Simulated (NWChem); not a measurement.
Species: BNH₃ anion

```xyz
5

B     -0.0216     0.6553     0.0000
N     -0.1141    -0.7104     0.0000
H     -1.0403     1.3704     0.0000
H      1.0478     1.3086     0.0000
H      0.8122    -1.1490     0.0000
```
Atoms are numbered in this order, from 1.

Computed with NWChem. Pople sets run with spherical d functions. Sets without diffuse functions describe the anion's extra electron poorly. The geometry was optimised at B3LYP/def2-SVPD. Vzz is the largest principal value of the second derivative of the potential at the nucleus (NWChem prints the opposite sign); η is the asymmetry. Non-relativistic.

For level CAM-B3LYP/cc-pVTZ:

| Quantity | Result |
|---|---|
| Vzz B1 (a.u.) | 0.288 |
| Vzz N2 (a.u.) | -0.790 |
| η N2 | 0.08 |

**Question.** What are these values for level CAM-B3LYP/6-31G*?

**Answer.** 
| Item | Result |
|---|---|
| Vzz B1 (a.u.) | 0.243 |
| Vzz N2 (a.u.) | -0.731 |
| η N2 | 0.34 |
